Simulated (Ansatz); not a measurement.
```xyz
7

O     0.089   -0.127    1.687
Hf   -0.347    0.291   -0.126
O     0.793   -0.612   -1.366
F    -2.163   -0.214   -0.464
F    -0.184    2.181   -0.389
H     0.397   -0.407    2.541
H     1.416   -1.112   -1.882
```

Total charge 0; spin multiplicity 1. Hf: def2 effective core potential.

Question: List the PBE/def2-TZVPP orbital energies in eV (Ansatz 0.2.0). (Best estimate.)

Answer: The calculation gave: Occupied: -659.08, -659.08, -510.34, -510.34, -64.30, -34.51, -34.40, -34.31, -27.76, -27.40, -24.29, -24.09, -12.87, -12.49, -10.22, -10.18, -9.75, -9.72, -9.41, -9.14, -8.32, -8.09, -7.96, -7.84. Lowest empty: -1.06, -0.32, -0.23, -0.05, 0.12, 0.51, 0.70, 1.13.
